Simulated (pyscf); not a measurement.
`[CH2-][Br]`, singlet

Gas-phase minimum from PySCF at ωB97X-D3(BJ)/def2-SVPD, one conformer. 

```
C
H 1 1.1135
H 1 1.1135 2 102.37
Br 1 2.1029 2 97.43 3 -99.33
```
Charge -1, spin multiplicity 1.

Properties at ωB97X-D3(BJ)/def2-SVPD:

```
Item                                                                                                                                                    Value
---------------------------------------------------------------------------------------------------------------------  --------------------------------------
Harmonic wavenumbers, unscaled                                                                                         390, 1015, 1024, 1385, 2945, 3011 cm⁻¹
Zero-point energy                                                                                                                               14.0 kcal/mol
Rotational symmetry number                                                                                                                                  1
Entropy of this conformer at 298 K and 1 atm, rigid rotor and harmonic oscillator, modes under 100 cm⁻¹ raised to 100                         255.7 J/(mol K)
Dipole moment                                                                                                                               depends on origin
```

Single-point totals, which compare only within one level (frozen core for MP2 and CC):

```csv
level,total energy (hartree)
ωB97X-D3(BJ)/def2-TZVPD,-2613.37779
PBE/def2-TZVPD,-2613.00063
r²SCAN/def2-TZVPD,-2613.39982
B3LYP-D3(BJ)/def2-TZVPD,-2613.48099
PBE0-D3(BJ)/def2-TZVPD,-2613.09321
M06-2X/def2-TZVPD,-2613.45763
ωB97M-D3(BJ)/def2-TZVPD,-2613.45784
HF/def2-TZVPPD,-2611.40175
MP2/def2-TZVPPD,-2611.86721
CCSD/def2-TZVPPD,-2611.88475
CCSD(T)/def2-TZVPPD,-2611.90413
```

The CCSD(T) − MP2 part came from Ansatz, without density fitting, on the same reference. The frozen core leaves the outer d or s,p core shells of the metals and heavy elements correlated in the MP2 and CC values, and def2-TZVPP describes them poorly, so these totals are far from the basis limit. Elements up to Kr have no core potential and no relativistic terms here.
